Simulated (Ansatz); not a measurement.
Level of theory: B3LYP-D3(BJ)/def2-TZVP run with Ansatz (a quantum-chemistry and plane-wave program). No frequencies were computed at this level.

Ansatz 0.2 input:
```yaml
crystal:
  periodic: [false, false, false]
  atoms:
    - { symbol: N, position_ang: [-1.180729, 0.096431, 0.056784] }
    - { symbol: C, position_ang: [-0.000136, 0.007057, 0.273885] }
    - { symbol: N, position_ang: [1.17454, 0.22714, 0.417761] }
    - { symbol: H, position_ang: [-1.943922, -0.254731, 0.597075] }
    - { symbol: H, position_ang: [1.95461, -0.299439, 0.083221] }
basis:
  gaussian: { orbitals: def2-tzvp }
hamiltonian:
  xc: b3lyp
  dispersion: d3bj
relax:
  max_steps: 150
```

Output:

```
Functional definition: B3LYP
578 factors; their error is unknown
mean field evaluation 1: about -4042.8866 eV, gradient 6.4e1 eV
mean field evaluation 2: about -4037.6578 eV, gradient 7.9e1 eV
mean field evaluation 4: about -4050.3025 eV, gradient 3.4e0 eV
mean field evaluation 8: about -4050.3360 eV, gradient 3.1e-2 eV
mean field -4050.33599993 eV, -148.8471025809 hartree, gradient 3.5e-5 eV, S^2 0.000000; 0 other end points of the search recorded, 0 dependent functions left out
reference -4050.33617965 eV, -148.8471091858 hartree; 11, 11 occupied and 94, 94 virtual orbitals, 578 factors
relax step   1: F+E_penalty+E_count = -4050.43773630 eV  Δ(F+E_penalty+E_count) = +0.000e0 eV  max|allowed force component| = 9.682e-1 eV/Å  Δτ_max = 0.0000 Å  (26 SCF iters, accepted)
these checks for a lower state are left out or cut short: starts, cluster_reference, orbital_swaps, neighbouring_geometries, increment
578 factors; their error is unknown
mean field evaluation 16: about -4050.2732 eV, gradient 6.0e0 eV
mean field -4050.36713495 eV, -148.8482467718 hartree, gradient 2.3e-5 eV, S^2 0.000000; 0 other end points of the search recorded, 0 dependent functions left out
reference -4050.36731508 eV, -148.8482533918 hartree; 11, 11 occupied and 94, 94 virtual orbitals, 578 factors
relax step   2: F+E_penalty+E_count = -4050.46858707 eV  Δ(F+E_penalty+E_count) = -3.085e-2 eV  max|allowed force component| = 3.727e-1 eV/Å  Δτ_max = 0.0679 Å  (30 SCF iters, accepted)
these checks for a lower state are left out or cut short: starts, cluster_reference, orbital_swaps, neighbouring_geometries, increment
578 factors; their error is unknown
mean field -4050.39099784 eV, -148.8491237170 hartree, gradient 1.7e-5 eV, S^2 0.000000; 0 other end points of the search recorded, 0 dependent functions left out
reference -4050.39117837 eV, -148.8491303514 hartree; 11, 11 occupied and 94, 94 virtual orbitals, 578 factors
relax step   3: F+E_penalty+E_count = -4050.49251456 eV  Δ(F+E_penalty+E_count) = -2.393e-2 eV  max|allowed force component| = 3.946e-1 eV/Å  Δτ_max = 0.0436 Å  (30 SCF iters, accepted)
these checks for a lower state are left out or cut short: starts, cluster_reference, orbital_swaps, neighbouring_geometries, increment
578 factors; their error is unknown
mean field evaluation 32: about -4050.4100 eV, gradient 3.0e-1 eV
mean field -4050.41008993 eV, -148.8498253385 hartree, gradient 2.0e-5 eV, S^2 0.000000; 0 other end points of the search recorded, 0 dependent functions left out
reference -4050.41027043 eV, -148.8498319715 hartree; 11, 11 occupied and 94, 94 virtual orbitals, 578 factors
relax step   4: F+E_penalty+E_count = -4050.51185507 eV  Δ(F+E_penalty+E_count) = -1.934e-2 eV  max|allowed force component| = 3.968e-1 eV/Å  Δτ_max = 0.0433 Å  (31 SCF iters, accepted)
these checks for a lower state are left out or cut short: starts, cluster_reference, orbital_swaps, neighbouring_geometries, increment
578 factors; their error is unknown
mean field -4050.42144365 eV, -148.8502425801 hartree, gradient 2.2e-5 eV, S^2 0.000000; 0 other end points of the search recorded, 0 dependent functions left out
reference -4050.42162369 eV, -148.8502491964 hartree; 11, 11 occupied and 94, 94 virtual orbitals, 578 factors
relax step   5: F+E_penalty+E_count = -4050.52369758 eV  Δ(F+E_penalty+E_count) = -1.184e-2 eV  max|allowed force component| = 1.582e-1 eV/Å  Δτ_max = 0.0401 Å  (31 SCF iters, accepted)
these checks for a lower state are left out or cut short: starts, cluster_reference, orbital_swaps, neighbouring_geometries, increment
578 factors; their error is unknown
mean field -4050.41242464 eV, -148.8499111374 hartree, gradient 1.8e-5 eV, S^2 0.000000; 0 other end points of the search recorded, 0 dependent functions left out
reference -4050.41260386 eV, -148.8499177236 hartree; 11, 11 occupied and 94, 94 virtual orbitals, 578 factors
relax step   6: F+E_penalty+E_count = -4050.51477985 eV  Δ(F+E_penalty+E_count) = +8.918e-3 eV  max|allowed force component| = 2.836e-1 eV/Å  Δτ_max = 0.0385 Å  (30 SCF iters, rejected (line search))
these checks for a lower state are left out or cut short: starts, cluster_reference, orbital_swaps, neighbouring_geometries, increment
578 factors; their error is unknown
mean field -4050.42334346 eV, -148.8503123965 hartree, gradient 2.2e-5 eV, S^2 0.000000; 0 other end points of the search recorded, 0 dependent functions left out
reference -4050.42352332 eV, -148.8503190062 hartree; 11, 11 occupied and 94, 94 virtual orbitals, 578 factors
relax step   7: F+E_penalty+E_count = -4050.52571854 eV  Δ(F+E_penalty+E_count) = -2.021e-3 eV  max|allowed force component| = 3.735e-2 eV/Å  Δτ_max = 0.0183 Å  (31 SCF iters, accepted)
these checks for a lower state are left out or cut short: starts, cluster_reference, orbital_swaps, neighbouring_geometries, increment
578 factors; their error is unknown
mean field evaluation 64: about -4050.4231 eV, gradient 2.1e-5 eV
mean field -4050.42305203 eV, -148.8503016869 hartree, gradient 2.1e-5 eV, S^2 0.000000; 0 other end points of the search recorded, 0 dependent functions left out
reference -4050.42323224 eV, -148.8503083093 hartree; 11, 11 occupied and 94, 94 virtual orbitals, 578 factors
relax step   8: F+E_penalty+E_count = -4050.52539900 eV  Δ(F+E_penalty+E_count) = +3.195e-4 eV  max|allowed force component| = 8.160e-2 eV/Å  Δτ_max = 0.0054 Å  (30 SCF iters, rejected (line search))
these checks for a lower state are left out or cut short: starts, cluster_reference, orbital_swaps, neighbouring_geometries, increment
578 factors; their error is unknown
mean field -4050.42340400 eV, -148.8503146214 hartree, gradient 2.2e-5 eV, S^2 0.000000; 0 other end points of the search recorded, 0 dependent functions left out
reference -4050.42358393 eV, -148.8503212336 hartree; 11, 11 occupied and 94, 94 virtual orbitals, 578 factors
relax step   9: F+E_penalty+E_count = -4050.52577623 eV  Δ(F+E_penalty+E_count) = -5.769e-5 eV  max|allowed force component| = 1.652e-2 eV/Å  Δτ_max = 0.0027 Å  (32 SCF iters, accepted)
these checks for a lower state are left out or cut short: starts, cluster_reference, orbital_swaps, neighbouring_geometries, increment
578 factors; their error is unknown
mean field -4050.42343806 eV, -148.8503158733 hartree, gradient 1.2e-5 eV, S^2 0.000000; 0 other end points of the search recorded, 0 dependent functions left out
reference -4050.42361804 eV, -148.8503224871 hartree; 11, 11 occupied and 94, 94 virtual orbitals, 578 factors
relax step  10: F+E_penalty+E_count = -4050.52580432 eV  Δ(F+E_penalty+E_count) = -2.809e-5 eV  max|allowed force component| = 6.787e-3 eV/Å  Δτ_max = 0.0012 Å  (33 SCF iters, accepted)
578 factors; their error is unknown
mean field evaluation 96: about -4050.4234 eV, gradient 6.8e-4 eV
mean field -4050.42343806 eV, -148.8503158733 hartree, gradient 2.3e-5 eV, S^2 0.000000; 1 other end points of the search recorded, 0 dependent functions left out
reference -4050.42361804 eV, -148.8503224871 hartree; 11, 11 occupied and 94, 94 virtual orbitals, 578 factors
Total energy: -4050.52598429 eV, -148.8540843776 hartree
Atom 0 at    -1.196312     0.124521     0.007603 Å, force     0.006659     0.000066     0.002386 eV/Å
Atom 1 at    -0.002071     0.107087     0.250175 Å, force     0.000013     0.002101    -0.000510 eV/Å
Atom 2 at     1.188580     0.274566     0.449356 Å, force    -0.006788    -0.001566    -0.002208 eV/Å
Atom 3 at    -1.845892    -0.338113     0.628648 Å, force    -0.000938    -0.000522    -0.000371 eV/Å
Atom 4 at     1.860058    -0.391602     0.092943 Å, force     0.001054    -0.000079     0.000702 eV/Å
Dipole moment:     0.008099    -0.418701     0.098169 e Å
```

Cost: around 10 core-seconds (rough).
